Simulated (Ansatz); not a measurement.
`Cl[SiH2][SiH2][GeH3]` + `[SiH3][SiH3]` → `[SiH3][SiH2][SiH2][GeH3]` + `[SiH3]Cl`  (formal exchange of groups at the Si–Si bond)

Computed with Ansatz on PBE0-D4/def2-TZVP structures; ΔE is electronic, products minus reactants. CCSD(T)/CBS is the MP2 limit (def2-TZVPP, def2-QZVPP) plus CCSD(T) − MP2 in def2-TZVPP, frozen cores. This one scheme is used for every species. DFT in def2-TZVPP. For Ge outer-core shells are correlated without core-valence functions, which leaves a few kJ/mol of doubt a bond. Scalar relativity is left out up to krypton. Each species was taken in one conformer, which may not be the lowest.

`Cl[SiH2][SiH2][GeH3]`:

```xyz
11

Cl    1.804    0.110    2.205
Si   -0.240   -0.031    1.934
Si   -0.733    0.706   -0.226
Ge    0.607   -0.486   -1.791
H    -0.620   -1.455    2.116
H    -0.891    0.781    2.993
H    -2.179    0.473   -0.501
H    -0.460    2.166   -0.319
H     2.093   -0.171   -1.563
H     0.389   -1.998   -1.619
H     0.230   -0.096   -3.230
```

`[SiH3][SiH3]`:

Z-matrix (Å, degrees):
```
Si
Si 1 2.338
H 1 1.488 2 110.3
H 1 1.488 2 110.3 3 120.0
H 1 1.488 2 110.3 3 -120.0
H 2 1.488 1 110.3 3 59.9
H 2 1.488 1 110.3 3 179.9
H 2 1.488 1 110.3 3 -60.1
```

`[SiH3][SiH2][SiH2][GeH3]`:

Z-matrix (Å, degrees):
```
Si
Si 1 2.338
H 1 1.488 2 109.9
H 1 1.488 2 111.3 3 120.6
H 1 1.488 2 109.5 3 -119.1
Si 2 2.337 1 109.6 3 58.5
H 2 1.490 1 110.1 3 -63.6
H 2 1.490 1 109.2 3 177.7
Ge 6 2.380 2 109.8 1 54.9
H 6 1.490 2 109.4 1 -64.6
H 6 1.490 2 110.8 1 176.1
H 9 1.538 6 110.1 2 -64.6
H 9 1.538 6 111.3 2 175.1
H 9 1.538 6 110.3 2 54.7
```

`[SiH3]Cl`:

Cartesian coordinates in Å:
```
Si -0.026 0.050 -0.116
Cl 0.388 -0.743 1.733
H -0.404 1.471 0.056
H -1.145 -0.714 -0.715
H 1.186 -0.064 -0.959
```

```tsv
level	ΔE (eV)
PBE-D4	-0.07
r2SCAN-D4	-0.07
ωB97X-V	-0.07
r2SCAN	-0.07
HF/def2-TZVPP	-0.05
CCSD(T)/def2-TZVPP	-0.09
HF/CBS(def2)	-0.05
MP2/CBS(def2)	-0.10
```

Q: What does CCSD(T)/CBS give? (Best estimate.)

A: Computed: -0.08 eV. The listed levels differ from it by 0.01, 0.01, 0.01, 0.01, 0.03, -0.01, 0.03, -0.02 eV.

Largest T1 diagnostic among the species: 0.013.

In def2-TZVPP, CCSD(T) changes the Hartree–Fock value by −0.04 eV (the triples alone add −0.01 eV) and MP2 by −0.05 eV.
